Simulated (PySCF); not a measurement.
Gas-phase reaction: Ga2H6 + O2 ⇌ 2 GaOH + 2 H2

Method: PySCF energies plus ideal-gas RRHO corrections (1 bar). † marks an energy on the PBE0/def2-TZVP geometry and frequencies; other levels use their own. CCSD(T) freezes the core. Open shells (unrestricted): O2 (multiplicity 3); the rest are closed-shell singlets. Ga: all electrons, no relativistic terms. Ga2H6, GaOH: computed as isolated molecules; such fragments, hydroxides, amides, oligomers or adducts are transient or little studied in the gas. CCSD(T) isn't extrapolated to the basis-set limit; its ΔH°(298 K) is -392.1 kJ in def2-SVP and -429.2 kJ in def2-TZVPP. The harmonic model lacks anharmonicity and excited electronic states, which grow with temperature; levels with a mode under 35 cm⁻¹ are left out.

```json
[
 {"level": "CCSD(T)/def2-SVP†", "ΔE electronic, kJ": "-395", "ΔH°(298 K), kJ": "-392", "ΔS°(298 K), J/K": "254", "ΔG°(2000 K), kJ": "-894"},
 {"level": "M06-2X/def2-TZVP†", "ΔE electronic, kJ": "-480", "ΔH°(298 K), kJ": "-476", "ΔS°(298 K), J/K": "254", "ΔG°(2000 K), kJ": "-978"},
 {"level": "PBE0/def2-TZVP", "ΔE electronic, kJ": "-404", "ΔH°(298 K), kJ": "-401", "ΔS°(298 K), J/K": "254", "ΔG°(2000 K), kJ": "-902"},
 {"level": "LDA/def2-TZVP†", "ΔE electronic, kJ": "-381", "ΔH°(298 K), kJ": "-378", "ΔS°(298 K), J/K": "254", "ΔG°(2000 K), kJ": "-879"},
 {"level": "ωB97X-V/def2-TZVP†", "ΔE electronic, kJ": "-399", "ΔH°(298 K), kJ": "-395", "ΔS°(298 K), J/K": "254", "ΔG°(2000 K), kJ": "-897"}
]
```
ΔH° is lowest at M06-2X/def2-TZVP† and highest at LDA/def2-TZVP†. No reference value is set beside these.
